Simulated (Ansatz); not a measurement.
Reaction (hydrogenolysis of the Si–B bond): `B[SiH]([SiH3])[SiH3]` + H₂ → `[SiH3][SiH2][SiH3]` + BH₃

Computed with Ansatz on PBE0-D4/def2-TZVP structures; ΔE is electronic, products minus reactants. CBS: MP2 limit from def2 TZ/QZ plus the TZ coupled-cluster correction, frozen cores. This one scheme is used for every species. Functionals use def2-TZVPP.

CCSD(T)/CBS gives -5.1 kcal/mol.

Task: Another level gave -5.9 kcal/mol. Which?
A. ωB97M-V/def2-TZVPP
B. LDA (SPW92)/def2-TZVPP
C. PBE0-D4/def2-TZVPP
D. CCSD/def2-TZVPP

Result: A. ωB97M-V -5.9, LDA (SPW92) -1.0, PBE0-D4 -3.3, CCSD/def2-TZVPP -7.2 kcal/mol.

Largest T1 diagnostic among the species: 0.015.

From r2SCAN to r2SCAN0 (25 % exact exchange), in def2-TZVPP and without D4, ΔE moves by −1.6 kcal/mol. The D4 term adds +2.2 kcal/mol with B3LYP and +1.3 kcal/mol with PBE0; it sums over pairs of atoms, weighted by their polarisabilities, and B3LYP, whose exchange is more repulsive, gets the larger term.

CCSD(T)/CBS has its own doubt, a few kJ/mol and more with outer-core shells, so smaller differences from it don't rank the levels.

B3LYP here is the variant with VWN-RPA as its local correlation; programs differ in this.
